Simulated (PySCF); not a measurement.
C2H10BN: full NMR table

| Quantity | Value |
| --- | --- |
| Formula | C2H10BN |
| SMILES | C[BH2-][NH2+]C |
| InChI | InChI=1S/C2H10BN/c1-3-4-2/h3-4H2,1-2H3 |
| Point group of the computed structure | Cs |
| Carbon signals | 2 |
| Proton signals | 4 |

Bonds (- single, = double, # triple, : aromatic): C1-B2 1.613 Å, B2-N3 1.638 Å, N3-C4 1.465 Å. C1 carries H5, H6, H7; B2 carries H8, H9; N3 carries H10, H11; C4 carries H12, H13, H14. Formal charges: B2 -1, N3 +1.

Non-relativistic, single conformer, in vacuum, rapidly exchanging positions averaged. Spin–spin couplings from B3LYP/pcJ-1 (spin–dipole term only in couplings to heteroatoms); PBE/pcSseg-2 with gauge-including orbitals; PBE0-D3(BJ)/def2-SVP structure; PySCF 2.14.0 with density-fitted response routines.

δ = σ(ref) − σ, references computed at the same level: 1H (σref 31.18) and 13C (σref 179.39) vs TMS; 11B (σref 92.70) against BF3·OEt2; 15N (σref 261.04) against NH3.

| carbon | δC, type | δH (multiplicity, J in Hz) | HMBC from (abs. J ≥ 3 Hz) | span of the C tensor (ppm) |
| --- | --- | --- | --- | --- |
| C1 | 4.0, CH3 | -0.12 (s) | – | 13 |
| C4 | 35.4, CH3 | 2.62 (s) | H8/H9 | 62 |

Other nuclei:
| atoms | nucleus | environment | δ (ppm) | σ (ppm) |
| --- | --- | --- | --- | --- |
| H10/H11 | 1H | hydrogen on a donor nitrogen of a Lewis adduct | 2.55 | 28.63 |
| H8/H9 | 1H | hydrogen on a boron bonded to C, N | 2.28 | 28.90 |
| B2 | 11B | boron bonded to C, N, 2 H | -14.6 | 107.3 |
| N3 | 15N | donor nitrogen of a Lewis adduct | 66.9 | 194.2 |

Selected couplings (Hz, signed; the shortest-range and largest first, 30 at most; isotopes 13C, 1H, 11B, 15N): 1J(C4,H12) 145.6, 1J(C1,H5) 120.6, 1J(B2,H8) 106.5, 1J(C1,B2) 50.3, 1J(N3,C4) -7.2, 1J(B2,N3) -2.6, 2J(B2,H5) -4.8, 2J(N3,H8) -2.6, 2J(C1,N3) -1.3, 3J(H5,H8) 6.5, 3J(C1,C4) 5.8, 3J(N3,H5) -3.9, 3J(B2,H12) 2.5.

1. δC 35.4: methyl carbon bonded to N; deshielded by the electronegative neighbour.
2. δC 4.0: methyl carbon bonded to B.
3. δH 2.62: hydrogen on a methyl carbon bonded to N; its carbon carries N, which withdraws density.
4. δH 2.55: hydrogen on a donor nitrogen of a Lewis adduct; labile proton, position sensitive to the medium.
5. δH -0.12: hydrogen on a methyl carbon bonded to B.
6. The protons at -0.12 and 2.28 share a coupling of 6.5 Hz (vicinal).

Exchangeable OH/NH protons stand at their gas-phase positions; hydrogen bonding in a real sample shifts them, mostly to higher δ. Hydrogens on boron are broadened and split by 11B (spin 3/2, 80 %) and 10B (spin 3). A carbon bonded to boron is broadened by the quadrupolar boron nucleus and is often missing from a measured spectrum. Shifts are as computed, not scaled to solution data. Of 1211 compounds with measured shifts, 218 miss one by over three times the rms of a fit or turn the order of signals round; such compounds aren't used in these exercises. Couplings to exchangeable protons are dropped. Experimental scales use liquid or dissolved standards, which lie at an offset from isolated NH3 (liquid NH3: subtract about 20 ppm). Across freely rotating sp3–sp3 bonds, 3J(H,H) is taken as (2 J gauche + J anti)/3 from the one conformer, which assumes equal rotamer populations.
